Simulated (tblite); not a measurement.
Species: C7H14N2Si.
Atom-mapped SMILES: `[CH:1]#[C:2][Si@@H:3]1[NH:4][CH2:5][C@@H:6]([CH:7]([CH3:8])[CH3:9])[NH:10]1` (hydrogens: H11 on C1; H12 on Si3; H13 on N4; H14, H15 on C5; H16 on C6; H17 on C7; H18, H19, H20 on C8; H21, H22, H23 on C9; H24 on N10)

Structure used (GFN2-xTB), in Å, numbered top down from 1:
```xyz
24
C7H14N2Si angstrom
C      3.4192   -2.4930   -2.2306
C      2.9946   -1.7059   -1.4281
Si     2.3413   -0.4281   -0.2517
N      1.5499   -1.2541    1.0323
C      0.2751   -0.6493    1.3414
C     -0.2653   -0.0624    0.0307
C     -1.2782    1.0702    0.2686
C     -2.4634    0.5761    1.0965
C     -1.7853    1.6410   -1.0556
N      0.9039    0.4102   -0.6850
H      3.7886   -3.1948   -2.9229
H      3.3771    0.5637    0.0560
H      2.0228   -1.6443    1.8296
H     -0.4078   -1.4040    1.7427
H      0.3786    0.1557    2.0838
H     -0.7670   -0.8653   -0.5344
H     -0.7638    1.8669    0.8169
H     -2.1501    0.2586    2.0870
H     -3.1980    1.3705    1.2104
H     -2.9441   -0.2649    0.6008
H     -2.5401    2.4027   -0.8714
H     -2.2321    0.8540   -1.6606
H     -0.9776    2.0991   -1.6204
H      0.7100    0.7170   -1.6222
```

Calculated harmonic vibrations of the isolated species, GFN2-xTB (tblite), most abundant isotopes, no scaling. Against measured fundamentals such values can be off by several per cent, at times by over 20. Modes of hydrogen on silicon can be 10 to 20 % off. One conformer, not necessarily the lowest.

Harmonic wavenumbers (cm⁻¹): 42.4, 56.6, 85.1, 122.0, 175.1, 187.8, 220.9, 224.0, 263.5, 279.4, 336.8, 369.9, 395.1, 408.0, 455.8, 461.9, 551.8, 579.6, 631.2, 659.8, 678.4, 680.5, 720.3, 855.0, 879.9, 907.3, 944.4, 946.1, 981.5, 984.4, 1031.3, 1105.6, 1140.5, 1149.0, 1164.1, 1176.7, 1191.1, 1234.6, 1256.5, 1283.0, 1311.5, 1331.5, 1348.5, 1375.2, 1406.5, 1420.1, 1493.1, 1497.3, 1505.4, 1507.2, 1516.5, 2212.6, 2215.2, 2819.9, 2848.0, 2934.5, 2935.7, 3021.2, 3025.1, 3027.0, 3032.9, 3043.0, 3050.8, 3348.5, 3487.6, 3498.7.

A = 2431, B = 611.8, C = 543.8 MHz; mass 154.093 u (most abundant isotopes); point group C1, symmetry number 1.

Task: What is the zero-point energy?

Result: ½Σν̃ = 43515 cm⁻¹ = 124.42 kcal/mol.

Task: Entropy at 200 K, 1 bar (ideal gas, RRHO, classical rotation)?

Result: Translation 39.05, rotation 29.17, vibration 24.79: S = 93.0 cal/(mol K).

Task: And Cp and H(200 K) − H(0)?

Result: Cp = 35.70 cal/(mol K), of which vibrations give 27.75 (their classical limit is 66 R = 131.2); H(200 K) − H(0) = 4.33 kcal/mol without the zero-point energy, 2.74 from vibrations.

Task: Blend soft modes into free rotors: weight 1/[1 + (100 cm⁻¹/ν̃)⁴] for the oscillator and the rest for a rotor with moment μB/(μ + B), μ = h/(8π²ν), B = 10⁻⁴⁴ kg m². What vibrational entropy results?

Result: 22.94 cal/(mol K) in place of 24.79, which changes −T·S at 200 K by +0.37 kcal/mol.

Task: Which modes carry the vibrational entropy at 200 K?

Result: 42.4 cm⁻¹: 4.35; 56.6 cm⁻¹: 3.79; 85.1 cm⁻¹: 2.99; 122.0 cm⁻¹: 2.31; 175.1 cm⁻¹: 1.65; 187.8 cm⁻¹: 1.53 cal/(mol K); the other 60 give 8.16 together.

Task: How do the functions run with temperature in this model?

Result: 
```csv
T (K),S (cal/(mol K)),Cp (cal/(mol K)),H − H(0) (kcal/mol),G − H(0) (kcal/mol),ln q(vib)
150,83.7,29.0,2.71,-9.85,3.87
250,101.7,42.3,6.28,-19.14,7.31
298.15,109.7,48.6,8.47,-24.23,8.97
400,125.7,61.1,14.07,-36.23,12.48
600,154.4,80.4,28.34,-64.31,19.21
900,190.9,99.1,55.50,-116.29,28.67
```

q(vib) and H(0) count from the zero-point level.

Task: What must be added to the electronic energy to get the Gibbs energy at 200 K and 1 bar?

Result: ZPE + [H(200 K) − H(0)] − T·S = 124.42 + 4.33 − 18.60 = 110.15 kcal/mol.

Hindered rotation and anharmonicity are outside this model. Other conformers, if any are populated, would add a mixing term that is left out. The structure is chiral; the term R ln 2 for an equal mix with its mirror image is left out.

On one thread, Arm Neoverse V1 (aarch64) (shared host), this took 1.3 s of wall time. The figure is for the frequency step alone.
